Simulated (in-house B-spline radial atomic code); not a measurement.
**Ionising the iron ion Fe⁴⁺ with different functionals**

Computed with an all-electron radial atomic-structure program (B-spline basis): non-relativistic Hamiltonian, point nucleus, spin-polarised at highest spin, spherical fractional occupations for the functionals, the average over the highest-spin determinants for Hartree-Fock. The ionisation energy is the difference of two self-consistent energies, [Ar] 3d4 → [Ar] 3d3, without Breit or QED terms; ε is the level of the shell that loses the electron (its least bound occupied spin orbital).

Hybrids are left out here: with spherical fractional occupations of an open shell their exact exchange keeps a self-interaction that integer-occupation calculations don't have.

```csv
method,rung,ΔSCF (eV),-ε(3d) (eV)
Hartree-Fock,Hartree-Fock,75.47,77.48
LDA VWN5,LDA,76.87,65.87
LDA PW92,LDA,76.86,65.85
LDA exchange-only,LDA,75.27,64.33
PBE,GGA,76.66,65.66
PBEsol,GGA,76.63,65.63
BLYP,GGA,76.53,65.51
RPBE,GGA,76.60,65.60
PW91,GGA,76.78,65.77
BP86,GGA,76.66,65.66
AM05,GGA,76.64,65.64
OLYP,GGA,77.14,66.07
TPSS,meta-GGA,76.56,65.57
SCAN,meta-GGA,77.02,66.10
r2SCAN,meta-GGA,77.06,66.14
M06-L,meta-GGA,76.83,65.87
revTPSS,meta-GGA,76.47,65.49
```

Question: How do they compare with the NIST value?

Answer: NIST lists 75.0 eV ± 0.15 (semi-empirical, ground level to ground level). Errors run from +0.27 to +2.14 eV. The correlated functionals all miss on the same side by more than they spread, so the cause is common to them (relativity, Breit-QED terms, multiplet and fine-structure energies, or a listed next ion that isn't the cheapest removal here) and closeness doesn't rank the functionals. Hartree-Fock also lacks correlation.
